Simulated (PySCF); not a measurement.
Geometry:
| atom | x (Å) | y (Å) | z (Å) |
| --- | --- | --- | --- |
| As1 | 0.347 | 1.616 | 0.626 |
| H2 | 1.758 | 1.394 | 0.083 |
| H3 | 0.032 | 2.645 | -0.457 |
| C4 | -0.461 | 0.074 | -0.325 |
| C5 | -0.064 | -1.250 | 0.308 |
| H6 | -0.183 | 0.107 | -1.388 |
| H7 | -1.551 | 0.220 | -0.269 |
| H8 | -0.545 | -2.097 | -0.207 |
| H9 | 1.025 | -1.412 | 0.259 |
| H10 | -0.357 | -1.298 | 1.369 |

Geometry: PBE0-D3(BJ)/def2-SVP; GIAO shifts from PySCF 2.14, gas phase, non-relativistic, averaged over equivalent atoms.

At wB97X-D/pcSseg-1 (110 basis functions, 7.6 s wall time on 1 thread of an Arm Neoverse V1, shared host):
```
    atoms  δ (ppm)
      As1    238.7
    H2/H3     3.04
    H6/H7     1.46
H8/H9/H10     1.14
       C5     15.2
       C4     10.3
```

Referencing at the same level of theory: 75As (σref 1895.54) vs AsH3; 1H (σref 31.38) and 13C (σref 184.54) vs TMS.

**Question.** Estimate the result of repeating the calculation with PBE0/pcSseg-1.

**Answer.** 
```json
{"atoms": "As1", "δ at PBE0/pcSseg-1": "241.9", "change": "+3.2"}
{"atoms": "H2/H3", "δ at PBE0/pcSseg-1": "3.07", "change": "+0.03"}
{"atoms": "H6/H7", "δ at PBE0/pcSseg-1": "1.57", "change": "+0.11"}
{"atoms": "H8/H9/H10", "δ at PBE0/pcSseg-1": "1.16", "change": "+0.02"}
{"atoms": "C5", "δ at PBE0/pcSseg-1": "15.3", "change": "+0.1"}
{"atoms": "C4", "δ at PBE0/pcSseg-1": "11.6", "change": "+1.3"}
```

Shifts are taken against calculated references (same method and geometry level): 75As (σref 1910.42) against AsH3; 1H (σref 31.27) and 13C (σref 184.41) against TMS.

The largest change is at As1 (arsenic bonded to C, 2 H). Cost: 110 basis functions, 6.8 s wall time on 1 thread of an Arm Neoverse V1, shared host.

Relativistic effects, spin–orbit coupling among them, are left out; they matter for As and for the light atoms bonded to it.
